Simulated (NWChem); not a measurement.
# CH₃BrSi, singlet; SMILES C[Si]Br

All runs: NWChem. Low-valent species are run as closed-shell singlets; no triplet was tried in these runs. Coordinates come from a PBE0/def2-SVP optimisation. Ions are spin-unrestricted doublets at the neutral geometry; other ion states weren't tried.

For level PBE/def2-SVP:

```
Quantity                               Value
-------------------------------------  -----
vertical ionisation energy, ΔSCF (eV)   8.59
−ε(HOMO) (eV)                           5.54
```

Q: How do the values read with level PBE0/def2-SVP instead?

A: The vertical ionisation energy, ΔSCF (eV) is 8.78 and the −ε(HOMO) (eV) is 6.65.
